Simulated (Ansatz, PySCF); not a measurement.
Noncovalent pair: CH5N (SMILES CN) (first 7 atoms) with CH6Si (SMILES C[SiH3]); geometry from B3LYP-D3(BJ)/def2-TZVP.
(charge 0, multiplicity 1):
```xyz
15

C     -0.97873     0.27069     0.08909
N      0.42797     0.15753     0.47035
H     -1.23483    -0.54925    -0.58362
H     -1.12707     1.20074    -0.46169
H     -1.68814     0.25599     0.92702
H      0.59615    -0.70616     0.97162
H      0.69621     0.91703     1.08416
C      1.47173    -0.16813     4.21385
Si    -0.38944    -0.04078     4.01381
H      1.74470    -1.10596     4.70115
H      1.85153     0.65169     4.82634
H      1.98027    -0.13037     3.24908
H     -0.90863    -1.15814     3.18858
H     -0.76303     1.23499     3.35669
H     -1.05329    -0.09351     5.33912
```

Basis-set superposition error: the interaction energy with monomers in their own basis, and in the dimer's basis (counterpoise).

The values were computed with Ansatz (Gaussian orbitals); PySCF for 6-31G* rows. Each number belongs to the level named beside it.

| level | uncorrected (meV) | counterpoise (meV) | difference |
|---|---|---|---|
| SVWN5/def2-TZVPPD | -141.7 | -134.8 | 6.8 |
| BLYP/def2-TZVPPD | 57.4 | 63.7 | 6.3 |
| r2SCAN/def2-TZVPPD | -53.4 | -48.4 | 5.0 |
| PBE0/def2-TZVPPD | -13.8 | -9.3 | 4.5 |
| BHLYP/def2-TZVPPD | 10.6 | 14.9 | 4.3 |
| wB97X-V/def2-TZVPPD | -71.1 | -66.4 | 4.7 |
| MP2/6-31G* | -74.1 | 23.6 | 97.7 |
| MP2/aug-cc-pV(D+d)Z | -96.1 | -45.0 | 51.1 |
| CCSD/aug-cc-pV(D+d)Z | -80.5 | -32.3 | 48.2 |
| CCSD(T)/aug-cc-pV(D+d)Z | -100.3 | -48.5 | 51.8 |

The error is largest for MP2/6-31G* (97.7 meV) and smallest for BHLYP/def2-TZVPPD (4.3 meV).

Ansatz is a quantum-chemistry and plane-wave program.
